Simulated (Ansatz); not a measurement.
The pair A = HCl (SMILES Cl) (first 2 atoms), B = HBr (SMILES Br); geometry from B3LYP-D3(BJ)/def2-TZVP.
(charge 0, multiplicity 1):
```xyz
4

Cl     0.535    -0.466    -0.226
H      0.800     0.786    -0.124
Br     0.177    -0.309     3.689
H      0.255    -0.592     2.289
```

Correlated levels freeze the cores. Filled d and f shells under p-block atoms count as core.

Programs: Ansatz (Gaussian orbitals). 

The counterpoise-corrected interaction energy is E(AB) − E(A in the pair's basis) − E(B in the pair's basis). Total energies (hartree):

```json
[
 {"level": "HF/def2-TZVPPD", "AB": "-3033.1017019", "A in the pair's basis": "-460.0998828", "B in the pair's basis": "-2573.0021796"},
 {"level": "CCSD(T)/def2-TZVPPD", "AB": "-3033.5392425", "A in the pair's basis": "-460.3341259", "B in the pair's basis": "-2573.2031856"},
 {"level": "HF/def2-QZVPPD", "AB": "-3033.1631832", "A in the pair's basis": "-460.1122220", "B in the pair's basis": "-2573.0512876"},
 {"level": "CCSD(T)/def2-QZVPPD", "AB": "-3033.6375915", "A in the pair's basis": "-460.3651786", "B in the pair's basis": "-2573.2700274"}
]
```

Problem. Work out the counterpoise-corrected interaction energy at the basis-set limit: extrapolate the CCSD(T) correlation part as X⁻³, take Hartree–Fock from the larger set.

Solution. 
1. Differences (1 hartree = 627.509 kcal/mol): HF/def2-TZVPPD 0.226; CCSD(T)/def2-TZVPPD -1.212; HF/def2-QZVPPD 0.205; CCSD(T)/def2-QZVPPD -1.497.
2. Correlation parts, CCSD(T) less HF: -1.438 in def2-TZVPPD (X = 3), -1.702 in def2-QZVPPD (X = 4).
3. Limit (4³·(-1.702) − 3³·(-1.438))/(4³ − 3³) = -1.894; with HF/def2-QZVPPD it gives -1.689.
Result: -1.69 kcal/mol, against -1.21 at CCSD(T)/def2-TZVPPD. It is an estimate of this method's limit, not of the exact value.

Ansatz is a first-principles code.
